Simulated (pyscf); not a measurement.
**HO–Sb(F)–F (SMILES [OH][Sb]([F])[F]), singlet**

Gas-phase minimum from PySCF at ωB97X-D3(BJ)/def2-SVP, one conformer. 

```xyz
5

O      0.9838    -0.7963    -0.3172
Sb    -0.5046     0.2766     0.3374
F      0.4601     1.9419     0.4074
F     -1.2474     0.6823    -1.3926
H      1.4656    -0.3875    -1.0511
```
Charge 0, spin multiplicity 1.

Bonds (Å): O1–Sb2 1.948, O1–H5 0.968, Sb2–F3 1.926, Sb2–F4 1.926. Bond angles (°): Sb2–O1–H5 113.7, O1–Sb2–F3 96.1, O1–Sb2–F4 96.2, F3–Sb2–F4 92.5.

Properties at ωB97X-D3(BJ)/def2-SVP:

```json
{
 "harmonic_wavenumbers_unscaled": "145, 209, 238, 313, 648, 656, 678, 845, 3861 cm⁻¹",
 "zero_point_energy": "10.9 kcal/mol",
 "rotational_symmetry_number": "1",
 "Entropy of this conformer at 298 K and 1 atm, rigid rotor and harmonic oscillator, modes under 100 cm⁻¹ raised to 100": "320.5 J/(mol K)",
 "dipole_moment": "2.12 D"
}
```

Single-point totals, which compare only within one level (frozen core for MP2 and CC):

```csv
level,total energy (hartree)
ωB97X-D3(BJ)/def2-TZVP,-516.08157
PBE/def2-TZVP,-515.72478
r²SCAN/def2-TZVP,-515.96681
B3LYP-D3(BJ)/def2-TZVP,-516.07536
PBE0-D3(BJ)/def2-TZVP,-515.72296
M06-2X/def2-TZVP,-515.81233
ωB97M-D3(BJ)/def2-TZVP,-516.08515
HF/def2-TZVPP,-513.79360
MP2/def2-TZVPP,-514.88311
CCSD/def2-TZVPP,-514.86957
CCSD(T)/def2-TZVPP,-514.90415
```

Soft torsions are taken as harmonic, which can shift the entropy by several J/(mol K). The CCSD(T) − MP2 part came from Ansatz, without density fitting, on the same reference. The frozen core leaves the outer d or s,p core shells of the metals and heavy elements correlated in the MP2 and CC values, and def2-TZVPP describes them poorly, so these totals are far from the basis limit. Elements past Kr carry the def2 core potentials, without spin-orbit coupling.
